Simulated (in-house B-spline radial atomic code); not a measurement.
Orbital energies and mean radii along the 3-electron series, configuration [He] 2s1. The effective charge is n√(-2ε), a non-relativistic measure. Computed with a radial B-spline atomic code at the basis-set limit: non-relativistic Hartree-Fock, average of the configuration, point nuclei.

```csv
ion,Z,energy of 2s (Eh),mean radius of 2s (bohr),energy of 1s (Eh),mean radius of 1s (bohr),effective charge of 2s
P12+,15,-22.405,0.43681,-100.56,0.1027,13.388
S13+,16,-25.882,0.40712,-115.23,0.096119,14.389
Cl14+,17,-29.609,0.38121,-130.91,0.090332,15.391
Ar15+,18,-33.586,0.35841,-147.58,0.085201,16.392
K16+,19,?,?,?,?,?
Ca17+,20,-42.29,0.32012,-183.94,0.076511,18.393
Sc18+,21,?,?,?,?,?
Ti19+,22,-51.994,0.28923,-224.29,0.069429,20.395
V20+,23,-57.221,0.27592,-245.96,0.066358,21.396
Cr21+,24,-62.698,0.26378,-268.64,0.063547,22.396
Mn22+,25,?,?,?,?,?
Fe23+,26,-74.403,0.24245,-316.99,0.058584,24.397
Co24+,27,-80.63,0.23303,-342.67,0.056382,25.398
Ni25+,28,-87.107,0.22431,-369.34,0.054339,26.398
Cu26+,29,-93.834,0.21623,-397.02,0.05244,27.398
Zn27+,30,-100.81,0.2087,-425.69,0.050668,28.399
```

Fill in the row of K16+.

energy of 2s (Eh): -37.813; mean radius of 2s (bohr): 0.33819; energy of 1s (Eh): -165.26; mean radius of 1s (bohr): 0.080623; effective charge of 2s: 17.393.

Fill in the row of Sc18+.

energy of 2s (Eh): -47.017; mean radius of 2s (bohr): 0.30389; energy of 1s (Eh): -203.61; mean radius of 1s (bohr): 0.072798; effective charge of 2s: 19.394.

Fill in the row of Mn22+.

energy of 2s (Eh): -68.425; mean radius of 2s (bohr): 0.25267; energy of 1s (Eh): -292.31; mean radius of 1s (bohr): 0.060964; effective charge of 2s: 23.397.

How does the screening of 2s change?

Z less the effective charge goes from 1.61 at Z = 15 to 1.60 at Z = 30.
